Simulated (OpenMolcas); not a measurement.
## Cl+: CASPT2 settings compared

```yaml
Program: OpenMolcas
Basis: ANO-RCC-VTZP [5s4p2d1f]
Scalar_Hamiltonian: DKH4, point nucleus
Active_space: 4 electrons in 3 orbitals (3p)
State_averaging: 2S+1 = 3 even, 3 roots; 2S+1 = 1 even, 6 roots kept (CI in the orbitals of an earlier block)
Spin-orbit_coupling: state interaction with AMFI integrals over the reference wave functions, term energies averaged over their components
```

Methods on the same reference wave functions:
A. CASSCF
B. SS-CASPT2, IPEA 0.35 Eh, sigma2 regulariser 0.4 Eh (closed shells correlated: 2s 2p 3s)
C. XMS-CASPT2, IPEA 0.6 Eh, imaginary shift 0.3 Eh (closed shells correlated: 2s 2p 3s)
D. XMS-CASPT2, IPEA 0.6 Eh, imaginary shift 0.2 Eh (closed shells correlated: 2s 2p 3s)

Energies in cm⁻¹ above 3s² 3p⁴ ³P₂, the measured ground level; measured values from NIST Handbook of Basic Atomic Spectroscopic Data.

```json
{"Level": "3s² 3p⁴ ³P₂", "A": "0.0", "B": "0.0", "C": "0.0", "D": "0.0", "Measured": "0.0"}
{"Level": "3s² 3p⁴ ³P₁", "A": "648", "B": "650", "C": "651", "D": "651", "Measured": "696"}
{"Level": "3s² 3p⁴ ³P₀", "A": "941", "B": "939", "C": "939", "D": "939", "Measured": "996"}
{"Level": "3s² 3p⁴ ¹D₂", "A": "14469", "B": "11990", "C": "11600", "D": "11610", "Measured": "11654"}
{"Level": "3s² 3p⁴ ¹S₀", "A": "35665", "B": "29670", "C": "28680", "D": "28630", "Measured": "27878"}
```

Deviations, from unrounded energies. A percentage is the sum of absolute deviations over the sum of measured energies, with the sign that they share, or ± where signs differ.

| Against measurement | Levels | A | B | C | D |
| --- | --- | --- | --- | --- | --- |
| mean absolute deviation (cm-1) | 4 | 2700 | 560 | 240 | 230 |
| fine structure of the ground term (%) | 2 | -6.1 | -6.1 | -6.1 | -6.1 |
| other terms of the ground configuration (%) | 2 | +26.8 | +5.4 | ±2.2 | ±2.0 |

C, D lie about equally close to measurement and A furthest from it. The largest miss of D in the table is 3s² 3p⁴ ¹S₀, by +750 cm-1. The ranking rests on the paired levels alone, and a cruder setting can come out closer through cancelling errors.

Among B to D the level of the table that moves most is 3s² 3p⁴ ¹S₀, by 1000 cm-1 (lowest in D, highest in B). Moves below CASPT2's spread within the term are not significant.

The mean deviations of B to D differ by less than CASPT2's widest spread within a term (1000 cm-1), so their order carries little weight.

From A to B the spin-free energies of the other terms of 3s² 3p⁴ shown, above ³P, scale by factors of 0.82 to 0.83.

The lowest spin-free term lies below A's lowest term by 0.151 hartree in B, 0.150 hartree in C, 0.150 hartree in D.

CASPT2 does not keep the components of a term degenerate, so their means are used; among the terms shown or strongly mixed into the levels shown the widest spread is 1000 cm-1 (3s² 3p⁴ ¹D, C). Terms from blocks run as CI alone lack orbitals of their own. With the s shell closed, the reference lacks s² → p² mixing. Without dynamic correlation excited terms often stand tens of per cent too high (terms of higher spin than the ground term too low), and those without a measured partner can miss by more than the paired ones (holds for A). Measured partners are found by configuration, term and J. A level has none where our copy of the source lacks it or the pairing is in doubt (some pairs that miss far off the trend of their configuration count as doubtful), and it then counts in no deviation. Only configurations of the active space appear.
